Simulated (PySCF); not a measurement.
In (indium, neutral) across methods

[Kr] 4d10 5s2 5p1, 2P determinant. Computed with PySCF 2.14 in aug-cc-pVTZ-PP with one added diffuse shell each of d, f type with ECP28MDF (6s5p5d3f, 67 functions), with scalar relativity through the core potential.

| method | E (hartree) | mean ε 5s α (eV) | mean ε 5s β (eV) | mean ε 5p α (eV) | Σ⟨r²⟩ (bohr²) | ⟨S²⟩ |
| --- | --- | --- | --- | --- | --- | --- |
| BLYP | -190.0805 | -8.329 | -7.970 | -2.622 | 56.70 | 0.751 |
| UHF | -189.21037 | -11.551 | -10.044 | -5.475 | 57.26 | 0.763 |
| r2SCAN | -190.1818 | -8.669 | -8.095 | -3.043 | 55.59 | 0.755 |
| LC-wPBE | -190.1297 | -12.049 | -10.974 | -5.767 | 55.16 | 0.758 |
| LDA | -189.7958 | -8.716 | -8.284 | -2.847 | 55.98 | 0.751 |
| PBE | -190.1170 | -8.429 | -7.939 | -2.815 | 56.40 | 0.752 |
| revPBE | -190.1703 | -8.346 | -7.830 | -2.800 | 56.49 | 0.752 |
| PBE0 | -190.1139 | -9.398 | -8.681 | -3.585 | 56.04 | 0.753 |

Q: Estimate the same row for PW91.

A: E (hartree) = -190.1974; mean ε 5s α (eV) = -8.499; mean ε 5s β (eV) = -8.002; mean ε 5p α (eV) = -2.852; Σ⟨r²⟩ (bohr²) = 56.30; ⟨S²⟩ = 0.752.

Energies and moments cover only the electrons outside the core potential.
